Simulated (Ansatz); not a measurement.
Reaction (ligand exchange at the Si–C bond): `OC([SiH3])[SiH2]Cl` + `[OH][Ga]([OH])[Cl]` → `[OH][Ga]([Cl])[O][SiH3]` + `OC[SiH2]Cl`

Program: Ansatz. Geometries: PBE0-D4/def2-TZVP. ΔE: electronic, gas phase. CCSD(T)/CBS adds triple-zeta CCSD(T) − MP2 to the extrapolated MP2 energy (def2 sets, frozen cores). Functionals use def2-TZVPP. B3LYP here is the variant with VWN-RPA as its local correlation; programs differ in this. For Ga outer-core shells are correlated without core-valence functions, which leaves a few kJ/mol of doubt a bond. Scalar relativity is left out up to krypton. One conformer a species, not always the lowest.

| level | ΔE (kJ/mol) | difference from CCSD(T)/CBS |
| --- | --- | --- |
| PBE-D4 | -88.4 | 16.6 |
| r2SCAN-D4 | -102.4 | 2.6 |
| PBE0-D4 | -96.6 | 8.4 |
| B3LYP-D4 | -106.8 | -1.8 |
| ωB97X-V | -104.7 | 0.3 |
| ωB97M-V | -102.8 | 2.2 |
| B2PLYP | -110.8 | -5.8 |
| PBE | -90.7 | 14.3 |
| r2SCAN | -103.0 | 2.0 |
| PBE0 | -98.5 | 6.5 |
| B3LYP | -110.5 | -5.5 |
| HF/def2-TZVPP | -135.9 | -30.9 |
| MP2/def2-TZVPP | -107.6 | -2.6 |
| SCS-MP2/def2-TZVPP | -113.5 | -8.5 |
| CCSD/def2-TZVPP | -111.2 | -6.2 |
| CCSD(T)/def2-TZVPP | -106.8 | -1.8 |
| HF/def2-QZVPP | -137.6 | -32.6 |
| MP2/def2-QZVPP | -107.1 | -2.1 |
| SCS-MP2/def2-QZVPP | -113.0 | -8.0 |
| HF/CBS(def2) | -137.8 | -32.8 |
| MP2/CBS(def2) | -105.7 | -0.7 |
| CCSD/CBS(def2) | -109.4 | -4.4 |
| CCSD(T)/CBS | -105.0 | 0 |

Largest T1 diagnostic among the species: 0.013.

From PBE to PBE0 (25 % exact exchange), in def2-TZVPP and without D4, ΔE moves by −7.8 kJ/mol. The D4 term adds +3.7 kJ/mol with B3LYP and +1.9 kJ/mol with PBE0; it sums over pairs of atoms, weighted by their polarisabilities, and B3LYP, whose exchange is more repulsive, gets the larger term.
